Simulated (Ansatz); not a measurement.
A made-up structure of CH$_{3}$FZn, closed shell:

```
6
angstrom
F -0.4381 -0.2560 -1.6359
C 0.0132 -0.6026 -0.3535
Zn 0.0341 1.0101 0.7810
H 0.9797 -0.1754 0.9841
H -0.6548 -1.3819 0.0284
H 0.0414 2.2853 1.6471
```

It is relaxed with PBE-D4/def2-SVP and then PBE0-D4/def2-TZVP (Ansatz 0.2.0). Atoms count as bonded within 1.22 times the sum of their covalent radii (H–H: 0.88 Å). The end point is not checked to be a true minimum.

Problem. Does its bonding change? (A judgement: the text doesn't fix the answer.)

Solution. By the calculation: Yes. Formed: C2–H4; broken: Zn3–H4.

Where it ends: The first stage lowers the energy by 4.58 eV in 11 steps. It ends as CH₃FZn ([F][CH2][ZnH]):
```xyz
6
angstrom
F -0.1135 -0.2113 -1.4296
C 0.0602 -0.4788 -0.0633
Zn -0.0944 1.2064 0.9492
H 1.0386 -0.9565 0.0541
H -0.6958 -1.2174 0.2235
H -0.2196 2.5370 1.7173
```

Labels in which every atom is bracketed show which atoms are joined, not bond orders.

For scale, one of the runs: PBE0-D4/def2-TZVP relaxation, 128 basis functions, launched by `ansatz run in.yaml --threads 2 --pin off --events-out ev --progress --plain --max-ram 4352MiB`. Hardware: 2 CPU threads of an Arm Neoverse V1, shared host. Wall time about 20 s.
